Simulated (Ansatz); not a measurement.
The same path of C3H7NTe (12 atoms, charge 0, multiplicity 1) was run twice with different band settings.

These are results of RKS B3LYP-D4/def2-SVP in Ansatz 0.2.0, not measurements.

Relaxed end points:

```xyz
12
Properties=species:S:1:pos:R:3
C -0.077 1.187 0.827
C -0.180 -0.147 0.954
N 0.046 -0.873 2.115
Te -0.889 -1.407 -0.643
C -0.027 -0.200 -2.230
H -0.424 1.714 -0.060
H 0.341 1.789 1.642
H 0.554 -1.746 1.997
H 0.383 -0.328 2.905
H 0.989 0.086 -1.929
H 0.004 -0.819 -3.137
H -0.643 0.690 -2.407
```

```xyz
12
Properties=species:S:1:pos:R:3
C -0.621 1.441 1.465
C -0.348 0.280 0.844
N 0.688 -0.588 1.162
Te -1.522 -0.347 -0.847
C 0.206 -0.653 -2.142
H -1.354 2.142 1.068
H -0.091 1.721 2.383
H 0.455 -1.577 1.126
H 1.214 -0.341 1.998
H 1.021 -1.019 -1.504
H -0.058 -1.407 -2.896
H 0.487 0.292 -2.622
```

Common settings: movable images 7; climbing image yes; optimiser quadratic models (default); start path through a guess of the saddle point; force threshold 0.03 eV/Å; end points relaxed.

| run | spring | iteration limit |
| --- | --- | --- |
| 1 | 5.0 eV/Å² | 44 |
| 2 | 0.1 eV/Å² | 47 |

**Question.** What does each run give, and how far can it be trusted?

**Answer.** Run 1: converged after 22 iterations, highest image 0.050 eV above the first end. A vibrational analysis at the climbing image gives one clearly imaginary mode, 344i cm⁻¹, and a faint second one (23i cm⁻¹) that may be numerical noise or a soft torsion: probably a first-order saddle point.
Run 2: converged after 25 iterations, highest image 0.037 eV above the first end. The order of the stationary point at the top wasn't checked.
